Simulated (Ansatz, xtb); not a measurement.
C4H6BFO3: 5 structures ranked

5 gas-phase structures of C4H6BFO3, from a drawn sample of its isomers (lower ones may exist). Each was relaxed with GFN2-xTB; where two conformers were screened, the lower at r2SCAN-D4/def2-SVP//GFN2-xTB is listed:

A. `O=CC1(F)COBOC1`, a singlet
B. `FCO[B@H-]1OC=CC=[O+]1`, a singlet
C. `O=C[C@]1(F)CCOBO1`, a singlet
D. `OB(O)C1=COC[C@@H]1F`, a singlet
E. `COC1=CC=[O+][B@H-](F)O1`, a singlet

Problem. Make a reasoned guess at their ranking by r2SCAN-D4/def2-SVP//GFN2-xTB single-point energy.

Solution. Calculated order at r2SCAN-D4/def2-SVP//GFN2-xTB: E (0.0), D (16.5), C (24.2), B (27.4), A (34.3) kcal/mol.

Energies above the lowest of each column, in kcal/mol; the last columns are at r2SCAN-D4/def2-SVP geometries and were run for some of them only (a dash: not run or not comparable):

| structure | GFN2-xTB | HF/STO-3G | r2SCAN-D4/def2-SVP//GFN2-xTB | r2SCAN-D4/def2-SVP | CCSD(T)/def2-SVP + ΔMP2/def2-TZVPP |
| --- | --- | --- | --- | --- | --- |
| E | 0.0 | 0.9 | 0.0 | 0.0 | 0.0 |
| D | 21.7 | 9.5 | 16.5 | 16.1 | 5.3 |
| C | 18.9 | 0.0 | 24.2 | 23.5 | 16.4 |
| B | 28.7 | 25.0 | 27.4 | – | – |
| A | 25.0 | 9.9 | 34.3 | – | – |

CCSD(T)/def2-SVP + ΔMP2/def2-TZVPP puts E lowest of those it was run on; HF/STO-3G picks C. Flexible structures stand in one conformer each, not always the lowest. Frequencies (GFN2-xTB) were run for C, D, E alone. The ΔMP2 step shifts differences by up to 8.2 kcal/mol, which makes them less sure. ΔMP2 is the change of the MP2 energy from the smaller to the larger basis.

Over these structures GFN2-xTB departs from r2SCAN-D4/def2-SVP//GFN2-xTB by 4.5 kcal/mol on average once a common shift is removed. A GFN2-xTB relaxation took about 0.12 s and the r2SCAN-D4/def2-SVP//GFN2-xTB energy about 1.8 s on a shared host (Ansatz 0.2.0, xtb 6.7.1).
